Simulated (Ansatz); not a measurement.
Input file for H₆HfN₂O₂ (`[NH2][Hf]([NH2])([OH])[OH]`):

```yaml
crystal:
  periodic: [false, false, false]
  atoms:
    - {symbol: N, position_ang: [-1.596853, 0.972880, 0.133366]}
    - {symbol: Hf, position_ang: [0.147566, -0.012193, -0.277833]}
    - {symbol: N, position_ang: [0.751939, -0.909009, 1.458054]}
    - {symbol: O, position_ang: [1.629033, 1.140971, -0.765203]}
    - {symbol: O, position_ang: [-0.317266, -1.241965, -1.703601]}
    - {symbol: H, position_ang: [-2.424679, 0.958422, -0.444637]}
    - {symbol: H, position_ang: [-1.768466, 1.564463, 0.933482]}
    - {symbol: H, position_ang: [1.693177, -0.895643, 1.823451]}
    - {symbol: H, position_ang: [0.169288, -1.451872, 2.078897]}
    - {symbol: H, position_ang: [2.009975, 1.953455, -1.081597]}
    - {symbol: H, position_ang: [-0.293714, -2.079518, -2.154368]}
basis:
  gaussian: {orbitals: def2-SVP}
correlation: {method: ccsd_t}
```

```sh
$ ansatz run in.yaml --threads 4 --pin off --events-out ev --progress --plain --max-ram 10444MiB
```

Log, shortened:

```
Functional definition: HF
1180 factors; integrals over basis functions are off by at most 1.2e-3 eV
mean field evaluation 1: about -8416.0303 eV, gradient 6.7e1 eV
mean field evaluation 2: about -8416.1323 eV, gradient 6.7e1 eV
mean field evaluation 4: about -8424.5219 eV, gradient 3.4e0 eV
mean field evaluation 8: about -8424.5908 eV, gradient 1.0e-1 eV
mean field -8424.59088651 eV, -309.5980046863 hartree, gradient 1.5e-6 eV, S^2 0.000000; 0 other end points of the search recorded, 0 dependent functions left out
4 core orbitals not correlated: weight in the atoms' cores, before any rotation towards them, 1.000 or more for the frozen orbitals, at most 0.000 for the correlated occupied ones
reference -8424.59088651 eV, -309.5980046863 hartree; 20, 20 occupied and 94, 94 virtual orbitals, 1180 factors
second order -25.95227235 eV of doubles, -0.00000000 eV of singles
cycle   1  -25.80129564 eV  change    1.5e-1 eV  update   1.4e-1
cycle   2  -26.41563676 eV  change   -6.1e-1 eV  update   4.6e-2
cycle   3  -26.62011632 eV  change   -2.0e-1 eV  update   2.5e-2
cycle   4  -26.61386324 eV  change    6.3e-3 eV  update   6.2e-3
cycle   5  -26.60652856 eV  change    7.3e-3 eV  update   2.3e-3
cycle   6  -26.60694975 eV  change   -4.2e-4 eV  update   8.1e-4
cycle   7  -26.60680639 eV  change    1.4e-4 eV  update   2.6e-4
cycle   8  -26.60671027 eV  change    9.6e-5 eV  update   8.5e-5
cycle   9  -26.60674114 eV  change   -3.1e-5 eV  update   3.2e-5
perturbative correction -0.73294786 eV, -0.0269353371 hartree
Total energy: -8451.93057551 eV, -310.6027197255 hartree
```

It took 6 s on 4 threads of an Intel Xeon 6975P-C on a shared host, with 0.85 GiB of host memory at the peak.

The correlation energy is -27.340 eV, 2.7 % of it from (T); the T1 diagnostic reads 0.0162.
